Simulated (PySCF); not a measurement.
Mapped SMILES: `[O-:1][CH2:2][C:3]([F:4])=[C:5]([F:6])[F:7]`. Hydrogens are named by the atom that carries them.

Geometry: GFN2-xTB; GIAO shifts from PySCF 2.14, gas phase, non-relativistic, averaged over equivalent atoms.

At PBE0/pcSseg-1 (129 basis functions, 10 s wall time on 1 thread of an Intel Xeon Platinum 8488C, shared host):
```json
{"atoms": "O1", "δ (ppm)": "119.3"}
{"atoms": "C5", "δ (ppm)": "168.7"}
{"atoms": "C3", "δ (ppm)": "154.7"}
{"atoms": "C2", "δ (ppm)": "82.9"}
{"atoms": "F7", "δ (ppm)": "-132.7"}
{"atoms": "F6", "δ (ppm)": "-147.2"}
{"atoms": "F4", "δ (ppm)": "-196.1"}
{"atoms": "H(C2)", "δ (ppm)": "7.05"}
```

References, each an isolated molecule treated in the same way: H2O for 17O (σref 336.08); TMS for 13C (σref 186.93), 1H (σref 31.72); CFCl3 for 19F (σref 170.95).

Q: What do these become at PBE0/aug-cc-pVDZ?

A: 
| atoms | δ at PBE0/aug-cc-pVDZ | change |
| --- | --- | --- |
| O1 | 90.1 | -29.2 |
| C5 | 159.5 | -9.2 |
| C3 | 148.7 | -6.0 |
| C2 | 77.5 | -5.4 |
| F7 | -120.5 | +12.2 |
| F6 | -137.5 | +9.7 |
| F4 | -180.7 | +15.4 |
| H(C2) | 6.85 | -0.20 |

Shifts are taken against calculated references (same method and geometry level): H2O for 17O (337.22 ppm); TMS for 13C (197.42 ppm), 1H (31.86 ppm); 19F (188.06 ppm) vs CFCl3.

The largest change is at O1 (oxygen bonded to C). Cost: 179 basis functions, 21 s wall time on 1 thread of an Intel Xeon Platinum 8488C, shared host. The order of the carbon signals is the same at both levels.

Unscaled 19F shifts against computed CFCl3 carry errors that often reach 10 to 50 ppm. Experimental scales use liquid or dissolved standards, which lie at an offset from isolated H2O (liquid H2O: subtract about 36 ppm).
